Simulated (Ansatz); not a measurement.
A nudged elastic band was laid between two geometries of FGe2H5 + H2S (11 atoms, charge 0, multiplicity 1).

All numbers below come from RKS BHLYP/def2-SVP in Ansatz 0.2.0.

- movable images: 7
- climbing image: yes
- spring: 5.0 eV/Å²
- optimiser: quadratic models (default)
- start path: through a guess of the saddle point
- force threshold: 0.05 eV/Å
- iteration limit: 60
- end points: relaxed

Initial state:

```xyz
11
Properties=species:S:1:pos:R:3
Ge 0.349 -0.033 0.076
Ge 0.223 -0.216 2.497
H -0.624 -1.427 2.903
H 1.629 -0.379 3.081
H -0.417 1.041 3.097
F 2.043 -0.193 -0.325
H -0.058 1.333 -0.475
H -0.340 -1.173 -0.675
S -3.142 0.240 0.657
H -3.410 -0.954 1.204
H -3.261 0.889 1.825
```

Final state:

```xyz
11
Properties=species:S:1:pos:R:3
Ge -0.589 0.250 -0.879
Ge -0.134 -0.425 3.483
H -0.411 -0.930 4.906
H 1.209 -0.979 3.012
H -0.121 1.102 3.487
F 0.379 0.554 0.537
H -0.069 1.184 -1.963
H -0.417 -1.238 -1.157
S -2.681 0.800 -0.463
H -2.922 -0.254 0.331
H -1.254 -0.936 2.572
```

What changes between the two ends?

Bonds broken: Ge1–Ge2, S9–H11. Bonds formed: Ge1–S9, Ge2–H11. FGe2H5 + H2S becomes FGeH3S + GeH4.

What energy profile does the band end with?

The forces met the threshold. The highest image is number 4 of 0 to 8, 56.0 kcal/mol above the first end and 62.2 kcal/mol above the last; the last end lies 6.3 kcal/mol below the first. Neighbouring images differ by up to 2.1 eV, so the band resolves the path poorly. A vibrational analysis at the climbing image gives one clearly imaginary mode, 1215i cm⁻¹: a first-order saddle point. The orbitals stay closed-shell, which can raise the energy where a bond breaks towards radicals; this wasn't checked here.

| image | path coordinate (Å) | energy (kcal/mol) | Ge1–Ge2 (Å) | S9–H11 (Å) | Ge1–S9 (Å) |
| --- | --- | --- | --- | --- | --- |
| 0 | 0.00 | 0.0 | 2.43 | 1.34 | 3.55 |
| 1 | 1.31 | 0.3 | 2.43 | 1.34 | 3.59 |
| 2 | 2.62 | 0.4 | 2.43 | 1.34 | 3.58 |
| 3 | 3.93 | 6.5 | 2.45 | 1.34 | 3.29 |
| 4 | 5.24 | 56.0 | 2.75 | 1.84 | 2.62 |
| 5 | 6.48 | 16.4 | 3.46 | 2.42 | 2.27 |
| 6 | 7.73 | -3.2 | 4.12 | 2.79 | 2.21 |
| 7 | 8.97 | -6.2 | 4.55 | 3.57 | 2.20 |
| 8 | 10.21 | -6.3 | 4.44 | 3.78 | 2.20 |

What is the geometry of the highest image?


```xyz
11
Properties=species:S:1:pos:R:3
Ge -0.368 0.114 0.020
Ge -0.057 -0.005 2.748
H -1.206 -0.145 3.752
H 0.858 -1.221 2.801
H 0.677 1.315 2.939
F 1.379 0.205 0.369
H -0.605 1.506 -0.520
H -0.396 -1.201 -0.727
S -2.946 -0.049 0.472
H -2.958 -1.388 0.567
H -1.387 -0.006 1.447
```

Time of the run: 9.2 min on 4 threads of Intel(R) Xeon(R) Platinum 8259CL CPU @ 2.50GHz (Skylake/Cascade Lake), on a shared host, peak memory 0.43 GiB.
